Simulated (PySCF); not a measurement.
## Simulated absorption spectrum

C2H2BrN3.
Structure used (PBE0-D3(BJ)/def2-SVP), in Å, numbered top down from 1:
```
atom  x, y, z in Å
Br1    1.105   -0.842   -0.541
C2    -0.531   -0.074   -0.118
C3    -0.837    1.287    0.078
N4    -2.131    1.368    0.362
N5    -2.534    0.121    0.330
N6    -1.632   -0.792    0.049
H7    -0.196    2.163    0.025
H8    -3.499   -0.132    0.512
```

Computed with TDDFT wB97X-D/def2-SVPD, vertical, gas phase, core orbitals frozen in the response in PySCF 2.14.0, density-fitted response routines. Relativistic effects, spin–orbit coupling among them, are left out although an element past zinc is present.

Each state is given a Gaussian of 0.3 eV full width at half maximum, with ε(max) = 2.175×10⁸ f / Δν̃ (Δν̃ the width in cm⁻¹). The cross-section is σ = 3.8235×10⁻²¹ ε cm², given in Mb (10⁻¹⁸ cm²). The width is an assumption, not a result. The curve ends short of the highest state used, and states not computed would add to its high-energy end.

(λ (nm), σ (Mb)): (165.0, 5.42), (165.9, 6.54), (166.8, 8.39), (167.7, 10.34), (168.7, 11.96), (169.6, 12.51), (170.5, 12.06), (171.4, 10.77), (172.3, 8.93), (173.2, 6.93), (174.1, 5.04), (175.0, 3.47), (175.9, 2.27), (176.9, 1.35), (177.8, 0.83), (178.7, 0.50), (179.6, 0.31), (180.5, 0.21), (181.4, 0.17), (182.3, 0.22), (183.2, 0.37), (184.1, 0.70), (185.1, 1.44), (186.0, 2.60), (186.9, 4.46), (187.8, 7.18), (188.7, 10.89), (189.6, 15.54), (190.5, 20.87), (191.4, 26.41), (192.3, 31.54), (193.3, 35.94), (194.2, 38.13), (195.1, 38.33), (196.0, 36.56), (196.9, 33.13), (197.8, 28.57), (198.7, 23.48), (199.6, 18.41), (200.6, 13.31), (201.5, 9.49), (202.4, 6.49), (203.3, 4.25), (204.2, 2.67), (205.1, 1.62), (206.0, 0.94), (206.9, 0.53), (207.8, 0.29), (208.8, 0.14), (209.7, 0.07), (210.6, 0.03), (211.5, 0.02), (212.4, 0.01), (213.3, 0.00), (214.2, 0.00), (215.1, 0.00)

Task: Where are the band maxima, and which computed states make them?

Result: 195 nm (6.37 eV), ε about 10000, made up of S2 (100%); 170 nm (7.31 eV), ε about 3300, made up of S5 (17%) and S6 (83%) (ε in L mol⁻¹ cm⁻¹; maxima over ε = 5, shares over 10%). The states used: S1 6.21 eV (f 0.0002); S2 6.37 eV (f 0.112); S3 6.56 eV (f 0.0007); S4 7.00 eV (f 0.0004); S5 7.21 eV (f 0.0080); S6 7.33 eV (f 0.031); S7 7.76 eV (f 0.022); S8 7.86 eV (f 0.0053); S9 7.93 eV (f 0.326); S10 8.11 eV (f 0.0011).

Task: What would ε be at 6.37 eV, the highest of these maxima, with half the width (0.15 eV)?

Result: About 20100 L mol⁻¹ cm⁻¹ against 10100, a factor of about 1.99; a lone state at its own centre would give exactly 2.

Task: Coming from long wavelengths, where does ε first pass 100 L mol⁻¹ cm⁻¹?

Result: At about 207 nm (5.98 eV), 0.23 eV below S1.

Task: On this curve, what absorbance would a 10⁻⁵ mol/L sample give at 193 nm over a 1 cm path?

Result: 193 nm is 6.424 eV, where ε is about 9100 L mol⁻¹ cm⁻¹, so A = ε c l ≈ 0.091 (Beer–Lambert, with the gas-phase spectrum and the assumed width).

The vertical ionisation energy (ΔSCF) is 9.85 eV, 1.73 eV above S10.
